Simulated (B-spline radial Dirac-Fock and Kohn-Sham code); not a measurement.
## Dipole and non-dipole photoemission parameters of Se⁵⁺ 2p3/2

System: Se⁵⁺ in the configuration [Ar] 3d10 4s1; threshold 1511.4 eV (orbital energy of the model). Method: Dirac-Hartree-Slater photoionisation with a Latter tail; cross sections with all multipoles, angular parameters from the dipole term and its interference with E2. Computed with a B-spline atomic structure program.

Input file task.json (cfg lists n, l and occupation; rrms is the nuclear radius in fm):

```json
{"items": [{
  "Z": 34,
  "q": 5,
  "cfg": [[1, 0, 2], [2, 0, 2], [2, 1, 6], [3, 0, 2], [3, 1, 6], [3, 2, 10], [4, 0, 1]],
  "A": 80,
  "rrms": 4.14,
  "do": "xps",
  "hv": [75.4, 135.0, 150, 175.0, 178.0, 205.0, 300, 400, 435.0, 486.0, 521.0, 558.0, 614.0, 800, 898.0, 1110.0, 1310.0, 1670.0, 1690.0, 2000, 2240.0, 2510.0, 2940.0, 5414.7, 5660.0, 5930.0, 6000, 7930.0, 9251.7, 10800.0]
}]}
```

Run with: `python xray2_run.py task.json out`

For linearly polarised light dσ/dΩ = σ/(4π) [1 + β P₂(cos θ) + (δ + γ cos²θ) sin θ cos φ], with θ from the polarisation vector and φ the angle between the beam and the projection of the electron momentum on the plane normal to the polarisation.

| hν (eV) | σ (kb) | β | γ | δ |
| --- | --- | --- | --- | --- |
| 1670 | 304 | 1.200 | -0.162 | 0.008 |
| 1690 | 295 | 1.225 | -0.155 | 0.009 |
| 2000 | 191 | 1.407 | 0.006 | 0.020 |
| 2240 | 141 | 1.452 | 0.133 | 0.025 |
| 2510 | ? | ? | ? | ? |
| 2940 | 66.4 | 1.466 | 0.433 | 0.036 |
| 5414.7 | 10.8 | 1.305 | 1.047 | 0.074 |
| 5660 | 9.46 | 1.288 | 1.087 | 0.078 |
| 5930 | 8.18 | 1.269 | 1.130 | 0.083 |
| 6000 | 7.89 | 1.264 | 1.140 | 0.084 |
| 7930 | 3.25 | 1.140 | 1.375 | 0.118 |
| 9251.7 | 1.97 | 1.065 | 1.490 | 0.141 |
| 10800 | 1.18 | 0.987 | 1.598 | 0.168 |

Question: Give the values at 2510 eV.

Answer: σ = 103 kb, β = 1.469, γ = 0.259, δ = 0.029.
